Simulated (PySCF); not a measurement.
**trisilylarsane, AsH9Si3**

Cartesian coordinates in Å; atom numbers follow the order of the lines, from 1:
```xyz
13

Si   -0.728    1.800   -0.530
As    0.272   -0.223   -1.240
Si    1.960   -0.171    0.414
Si   -1.170   -1.597    0.036
H     0.160    2.930   -0.937
H    -0.938    1.856    0.950
H    -2.048    1.939   -1.215
H     2.952    0.884    0.044
H     2.642   -1.500    0.436
H     1.425    0.124    1.780
H    -0.616   -2.984    0.038
H    -2.514   -1.605   -0.617
H    -1.318   -1.129    1.449
```

Level of theory: GIAO B3LYP/6-31G magnetisability, rotational g tensor and spin-rotation constants, non-relativistic, gas phase (PySCF). Geometry: PBE0-D3(BJ)/def2-SVP.

The calculation is non-relativistic, which matters for the atoms heavier than Zn.

(1) Give the nuclear spin-rotation constants along the inertial axes (H = +C I·J) beside the isotropic shieldings.

Answers

(1) Rotational constants 1.8329, 1.8235, 1.2596 GHz. A star marks the isotopologue with that one atom substituted, in its own axes.
```csv
atom,isotope,Caa (kHz),Cbb (kHz),Ccc (kHz),mean (kHz),σ (ppm)
As2,75As,1.143,1.141,0.955,1.079,2236.8
H5,1H,-0.042,-0.100,-0.124,-0.089,29.1
H6,1H,-0.178,-0.192,0.026,-0.115,29.4
H7,1H,-0.172,0.028,-0.123,-0.089,29.1
H8,1H,-0.060,-0.082,-0.124,-0.088,29.1
H9,1H,0.005,-0.147,-0.123,-0.088,29.1
H10,1H,-0.195,-0.175,0.026,-0.115,29.4
H11,1H,0.017,-0.160,-0.123,-0.088,29.1
H12,1H,-0.178,0.036,-0.124,-0.089,29.1
H13,1H,-0.184,-0.186,0.026,-0.115,29.4
Si1,29Si*,-0.805,-0.967,-0.583,-0.785,475.8
```
For the geometry as given, no vibrational averaging.
